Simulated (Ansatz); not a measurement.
Ansatz results at the PBE0-D4/def2-TZVP geometry: HOMO energy (PBE/def2-TZVPP) -6.46 eV; HOMO–LUMO gap (ωB97M-V/def2-TZVPP) 10.66 eV; LUMO energy (PBE/def2-TZVPP) -1.53 eV.

Each molecule was computed in one conformer, which needn't be the lowest.

(1) Which molecule gave them?
A. `C#[C][Hf]([OH])([OH])[Cl]`
B. `CC(C)(C)[CH2][Hf]([F])([F])[F]`
C. `[Cl][Hf]([Cl])([Cl])[SeH]`
D. `[F][Hf]([F])([I])[I]`

Results:

(1) B. The others give `[Cl][Hf]([Cl])([Cl])[SeH]`: -6.64, 9.61, -3.12; `C#[C][Hf]([OH])([OH])[Cl]`: -6.80, 11.06, -2.04; `[F][Hf]([F])([I])[I]`: -7.02, 9.91, -2.89.
